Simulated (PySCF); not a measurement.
# Ionisation energy of Mn²⁺ by level of theory

Mn²⁺ [Ar] 3d5 [3d3/2^4 3d5/2^1, M_J = 5/2] → Mn³⁺ [Ar] 3d4 [3d3/2^4, M_J = 0], as a difference of total energies. Computed with PySCF 2.14 in x2c-SVPall-2c, with the two-component X2C-1e Hamiltonian. Correlated levels: [Ne] frozen; the 6 highest virtual spinors dropped. "Screened" scales the spin-orbit matrix elements by Boettger's factors to mimic the two-electron term; Breit and QED terms are absent.

```
                    method  ionisation energy (eV)  error (eV)
           GHF (spin-free)                  32.762      -0.906
          GMP2 (spin-free)                  33.390      -0.278
 GHF (screened spin-orbit)                  32.712      -0.956
GMP2 (screened spin-orbit)                  33.340      -0.328
```

Reference: 33.668 ± 0.012 eV (measured; NIST Atomic Spectra Database, ionization energies).

Errors of the correlated levels include the incompleteness of this basis and the frozen core.

The labels give the starting determinants; with spin-orbit coupling the two ends relaxed to ⟨J²⟩ = 8.75, ⟨L²⟩ = 0.00, ⟨S²⟩ = 8.75 and ⟨J²⟩ = 3.92, ⟨L²⟩ = 6.00, ⟨S²⟩ = 6.00.

The determinant of Mn³⁺ mixes levels of different J (the jj label is only the starting occupation), so the difference between spin-free and spin-orbit rows is not the physical spin-orbit shift.
